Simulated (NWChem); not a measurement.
System: C₂H₅ClOSi; SMILES O[SiH2]/C=C/Cl

Excerpt of the output:

```
             Northwest Computational Chemistry Package (NWChem) 7.3.0
             --------------------------------------------------------

 C1  symmetry detected

                             Geometry "geometry" -> ""
                             -------------------------

 Output coordinates in angstroms (scale by  1.889725989 to convert to a.u.)

  No.       Tag          Charge          X              Y              Z
 ---- ---------------- ---------- -------------- -------------- --------------
    1 O                    8.0000    -0.82681283    -2.75698620     0.10741679
    2 Si                  14.0000     0.48209566    -1.73541138    -0.03651932
    3 C                    6.0000    -0.02321103     0.00522918    -0.48539419
    4 C                    6.0000     0.25323542     1.03223189     0.32310498
    5 Cl                  17.0000    -0.16587878     2.67492423    -0.00662661
    6 H                    1.0000    -1.49419089    -2.51241846     0.75516489
    7 H                    1.0000     1.26156356    -1.63296839     1.23841444
    8 H                    1.0000     1.31413899    -2.33879210    -1.11115261
    9 H                    1.0000    -0.55687220     0.21152273    -1.42115021
   10 H                    1.0000     0.78031688     0.92582675     1.27704722

 Effective nuclear repulsion energy (a.u.)     254.2653130977

                                 NWChem DFT Module
                                 -----------------

 Summary of "ao basis" -> "ao basis" (spherical)
 ------------------------------------------------------------------------------
       Tag                 Description            Shells   Functions and Types
 ---------------- ------------------------------  ------  ---------------------
 O                         def2-tzvp                11       31   5s3p2d1f
 Si                        def2-tzvp                13       37   5s5p2d1f
 C                         def2-tzvp                11       31   5s3p2d1f
 Cl                        def2-tzvp                13       37   5s5p2d1f
 H                         def2-tzvp                 4        6   3s1p

            General Information
            -------------------
          SCF calculation type: DFT
          Wavefunction type:  closed shell.
          No. of atoms     :    10
          No. of electrons :    56
           Alpha electrons :    28
            Beta electrons :    28
          Charge           :     0
          Spin multiplicity:     1
          Use of symmetry is: off; symmetry adaption is: off
          Maximum number of iterations: 150
          AO basis - number of functions:   197
                     number of shells:    79
          Convergence on energy requested:  1.00D-06
          Convergence on density requested:  1.00D-05
          Convergence on gradient requested:  5.00D-04

              XC Information
              --------------
                    Becke 1988 Exchange Functional  1.000
              Lee-Yang-Parr Correlation Functional  1.000

             Grid Information
             ----------------
          Grid used for XC integration:  medium
          Radial quadrature: Mura-Knowles
          Angular quadrature: Lebedev.
          Tag              B.-S. Rad. Rad. Pts. Rad. Cut. Ang. Pts.
          ---              ---------- --------- --------- ---------
          O                   0.60       49          13.0       434
          Si                  1.10       88          11.0       590
          C                   0.70       49          11.0       434
          Cl                  1.00       88          13.0       590
          H                   0.35       45          13.0       434
          Grid pruning is: on
          Number of quadrature shells:   548
          Spatial weights used:  Erf1

      Superposition of Atomic Density Guess
      -------------------------------------

 Sum of atomic energies:        -900.93910876

      Non-variational initial energy
      ------------------------------

 Total energy =    -902.992715
 1-e energy   =   -1747.773522
 2-e energy   =     590.515494
 HOMO         =      -0.311450
 LUMO         =      -0.015125

------------------------------------------------------------
EAF file 0: "./job.aoints.0" size=637009920 bytes
------------------------------------------------------------
               write      read    awrite     aread      wait
               -----      ----    ------     -----      ----
     calls:     1215         0         0         0         0
   data(b): 6.37e+08  0.00e+00  0.00e+00  0.00e+00
   time(s): 0.00e+00  0.00e+00  0.00e+00  0.00e+00  0.00e+00
rate(mb/s): 0.00e+00  0.00e+00
------------------------------------------------------------

     ---------------------------------------------
      Total Density - Mulliken Population Analysis
     ---------------------------------------------

    Atom       Charge   Shell Charges
 -----------   ------   -------------------------------------------------------
    1 O    8     8.85   0.79  1.18  0.59  0.95  0.24  2.03  2.21  0.84  0.00  0.01  0.00
    2 Si  14    13.28   2.00  0.59  1.39  0.83  0.41  4.11  1.73  0.50  1.07  0.32  0.15  0.15  0.04
    3 C    6     6.53   0.86  1.12  0.58  0.67  0.11  1.27  1.45  0.43  0.01  0.04  0.01
    4 C    6     5.81   0.86  1.12  0.55  0.62  0.10  1.01  1.15  0.29  0.02  0.09  0.01
    5 Cl  17    17.17   2.01  0.45  1.52  1.11  0.82  4.19  1.69  1.09  2.84  1.42  0.01  0.03  0.00
    6 H    1     0.55   0.20  0.25  0.06  0.04
    7 H    1     1.07   0.23  0.55  0.28  0.01
    8 H    1     1.05   0.23  0.54  0.27  0.01
    9 H    1     0.83   0.23  0.44  0.13  0.02
   10 H    1     0.85   0.24  0.45  0.13  0.02

   convergence    iter        energy       DeltaE   RMS-Dens  Diis-err
 ---------------- ----- ----------------- --------- --------- ---------
 d= 0,ls=0.0,diis     1   -904.0732651972 -1.16D+03  7.05D-03  2.07D+00
 d= 0,ls=0.0,diis     2   -903.8108228799  2.62D-01  6.43D-03  3.57D+00
 d= 0,ls=0.0,diis     3   -904.1054563661 -2.95D-01  2.29D-03  8.19D-01
 d= 0,ls=0.0,diis     4   -904.1874231231 -8.20D-02  1.02D-03  4.41D-02
 d= 0,ls=0.0,diis     5   -904.1902171818 -2.79D-03  4.24D-04  2.93D-02
  Resetting Diis
 d= 0,ls=0.0,diis     6   -904.1938971945 -3.68D-03  1.24D-04  6.32D-04
 d= 0,ls=0.0,diis     7   -904.1939643595 -6.72D-05  9.22D-05  9.23D-05
 d= 0,ls=0.0,diis     8   -904.1939362451  2.81D-05  5.60D-05  3.64D-04
 d= 0,ls=0.0,diis     9   -904.1939747168 -3.85D-05  7.17D-06  3.83D-06
 d= 0,ls=0.0,diis    10   -904.1939750619 -3.45D-07  1.74D-06  2.94D-07

         Total DFT energy =     -904.193975061857
      One electron energy =    -1751.974982715598
           Coulomb energy =      663.983973838533
    Exchange-Corr. energy =      -70.468279282492
 Nuclear repulsion energy =      254.265313097701

 Numeric. integr. density =       55.999995567534

                       DFT Final Molecular Orbital Analysis
                       ------------------------------------

 Vector   26  Occ=2.000000D+00  E=-2.775837D-01
              MO Center= -1.1D-01,  9.6D-01,  1.0D-01, r^2= 6.8D+00
   Bfn.  Coefficient  Atom+Function         Bfn.  Coefficient  Atom+Function
  ----- ------------  ---------------      ----- ------------  ---------------
   147      0.382509   5 Cl pz              150      0.266729   5 Cl pz
   144      0.192876   5 Cl pz                8      0.174872   1 O  pz
   138     -0.154190   5 Cl pz              145      0.153947   5 Cl px
    11      0.139071   1 O  pz                6      0.111373   1 O  px
   176     -0.111180   7 H  s               148      0.107767   5 Cl px

 Vector   27  Occ=2.000000D+00  E=-2.631913D-01
              MO Center= -1.4D-01, -6.7D-01,  1.2D-01, r^2= 6.4D+00
   Bfn.  Coefficient  Atom+Function         Bfn.  Coefficient  Atom+Function
  ----- ------------  ---------------      ----- ------------  ---------------
     8      0.210681   1 O  pz              147     -0.193066   5 Cl pz
    75     -0.172692   3 C  py               11      0.169701   1 O  pz
     7     -0.159383   1 O  py              176     -0.152349   7 H  s
     6      0.149941   1 O  px              146     -0.148323   5 Cl py
   150     -0.142265   5 Cl pz               14      0.140313   1 O  pz

 Vector   28  Occ=2.000000D+00  E=-2.370240D-01
              MO Center= -6.3D-03,  9.7D-01, -1.1D-01, r^2= 3.6D+00
   Bfn.  Coefficient  Atom+Function         Bfn.  Coefficient  Atom+Function
  ----- ------------  ---------------      ----- ------------  ---------------
   145      0.285703   5 Cl px              148      0.230432   5 Cl px
    74     -0.225715   3 C  px               77     -0.191565   3 C  px
   105     -0.181079   4 C  px              147     -0.161718   5 Cl pz
   108     -0.154011   4 C  px              142      0.148009   5 Cl px
   150     -0.130678   5 Cl pz               76      0.128006   3 C  pz

 Vector   29  Occ=0.000000D+00  E=-6.636416D-02
              MO Center=  9.6D-02,  2.4D-01, -3.2D-02, r^2= 3.9D+00
   Bfn.  Coefficient  Atom+Function         Bfn.  Coefficient  Atom+Function
  ----- ------------  ---------------      ----- ------------  ---------------
   111      0.401626   4 C  px               80     -0.325434   3 C  px
   105      0.289138   4 C  px              108      0.263072   4 C  px
    82      0.247316   3 C  pz              113     -0.230702   4 C  pz
    50     -0.226284   2 Si py               74     -0.204458   3 C  px
     5     -0.202340   1 O  s               148     -0.198563   5 Cl px

 Vector   30  Occ=0.000000D+00  E=-1.071770D-02
              MO Center= -2.2D-01, -4.9D-01,  2.3D-01, r^2= 7.9D+00
   Bfn.  Coefficient  Atom+Function         Bfn.  Coefficient  Atom+Function
  ----- ------------  ---------------      ----- ------------  ---------------
   104      0.882209   4 C  s                 5     -0.691502   1 O  s
   170      0.577157   6 H  s                49     -0.493100   2 Si px
   103      0.436580   4 C  s                82     -0.408936   3 C  pz
   149      0.373503   5 Cl py              194     -0.371815  10 H  s
    50     -0.357902   2 Si py              188     -0.330697   9 H  s

 Vector   31  Occ=0.000000D+00  E=-3.539367D-03
              MO Center= -2.4D-01,  2.6D-01,  2.8D-01, r^2= 7.7D+00
   Bfn.  Coefficient  Atom+Function         Bfn.  Coefficient  Atom+Function
  ----- ------------  ---------------      ----- ------------  ---------------
   188      0.734124   9 H  s               103     -0.651426   4 C  s
   194      0.609042  10 H  s                49     -0.564362   2 Si px
   170      0.536547   6 H  s                 5     -0.529520   1 O  s
   182      0.511124   8 H  s                73     -0.500066   3 C  s
    80      0.501593   3 C  px               36     -0.473096   2 Si s

------------------------------------------------------------
EAF file 0: "./job.aoints.0" size=946339840 bytes
------------------------------------------------------------
               write      read    awrite     aread      wait
               -----      ----    ------     -----      ----
     calls:     1805         9         0     16236     16236
   data(b): 9.46e+08  4.72e+06  0.00e+00  8.51e+09
   time(s): 0.00e+00  0.00e+00  0.00e+00  0.00e+00  0.00e+00
rate(mb/s): 0.00e+00  0.00e+00
------------------------------------------------------------

     ---------------------------------------------
      Total Density - Mulliken Population Analysis
     ---------------------------------------------

    Atom       Charge   Shell Charges
 -----------   ------   -------------------------------------------------------
    1 O    8     8.49   0.79  1.18  0.59  0.90  0.29  1.94  1.86  0.92  0.00  0.02  0.00
    2 Si  14    13.54   2.01  0.57  1.40  0.90  0.33  4.13  1.67  0.65  1.15  0.29  0.21  0.20  0.06
    3 C    6     6.23   0.86  1.11  0.55  0.64  0.11  1.34  1.19  0.39  0.01  0.03  0.00
    4 C    6     6.04   0.86  1.11  0.57  0.59  0.08  1.29  1.11  0.32  0.02  0.08  0.01
    5 Cl  17    17.08   2.01  0.43  1.52  1.17  0.75  4.19  1.66  1.17  2.70  1.40  0.02  0.05  0.01
    6 H    1     0.70   0.26  0.34  0.05  0.05
    7 H    1     1.09   0.26  0.54  0.29  0.01
    8 H    1     1.07   0.26  0.53  0.27  0.01
    9 H    1     0.89   0.28  0.48  0.11  0.02
   10 H    1     0.87   0.28  0.48  0.09  0.02

     -------------------------------------------
      Total Density - Lowdin Population Analysis
     -------------------------------------------

    Atom       Charge   Shell Charges
 -----------   ------   -------------------------------------------------------
    1 O    8     8.12   0.87  1.09  0.54  0.58  0.31  1.77  1.88  1.04  0.00  0.03  0.00
    2 Si  14    13.81   2.00  0.83  1.09  0.50  0.29  3.85  1.87  0.70  1.08  0.54  0.22  0.63  0.21
    3 C    6     6.31   0.91  1.04  0.37  0.36  0.20  1.14  1.34  0.67  0.02  0.24  0.03
    4 C    6     6.48   0.91  1.04  0.39  0.36  0.20  1.10  1.28  0.67  0.03  0.47  0.05
    5 Cl  17    16.62   1.98  0.84  1.14  0.89  0.71  3.93  1.90  1.27  2.39  1.47  0.01  0.09  0.01
    6 H    1     0.83   0.25  0.31  0.11  0.16
    7 H    1     1.05   0.25  0.47  0.30  0.02
    8 H    1     1.04   0.25  0.47  0.29  0.02
    9 H    1     0.86   0.25  0.38  0.17  0.06
   10 H    1     0.87   0.26  0.39  0.17  0.06

     Multipole analysis of the density
     ---------------------------------

     L   x y z        total         alpha         beta         nuclear
     -   - - -        -----         -----         ----         -------
     0   0 0 0     -0.000000    -28.000000    -28.000000     56.000000

     1   1 0 0     -0.171357     -0.085679     -0.085679     -0.000000
     1   0 1 0      0.072716      0.036358      0.036358     -0.000000
     1   0 0 1      0.389429      0.194714      0.194714      0.000000

     2   2 0 0    -32.460679    -44.885745    -44.885745     57.310811
     2   1 1 0      0.758521      0.784871      0.784871     -0.811222
     2   1 0 1     -0.723158     -1.043465     -1.043465      1.363772
     2   0 2 0    -38.914062   -459.329150   -459.329150    879.744238
     2   0 1 1     -1.476806     -0.316185     -0.316185     -0.844437
     2   0 0 2    -32.067990    -32.355317    -32.355317     32.642645
```

Level: BLYP/def2-TZVP. Structure relaxed at the PBE0/def2-SVP level.

Which NWChem input produces such a log?

Several could match; the one computed here: the input that was run:
```
start job
memory heap 200 mb stack 900 mb global 1100 mb
geometry units angstroms noautoz
  O     -0.789752    -2.774886     0.298575
  Si     0.434437    -1.747452    -0.173987
  C     -0.167993     0.000780    -0.433633
  C      0.320570     1.011711     0.290351
  Cl    -0.166917     2.659788     0.120009
  H     -1.255777    -2.545201     1.107803
  H      1.530628    -1.669209     0.843738
  H      0.942093    -2.326759    -1.445950
  H     -0.934647     0.224868    -1.185309
  H      1.086143     0.887103     1.063341
end
basis spherical
  * library def2-tzvp
end
dft
  xc becke88 lyp
  iterations 150
  semidirect filesize 400000000
  mulliken
end
task dft energy
```
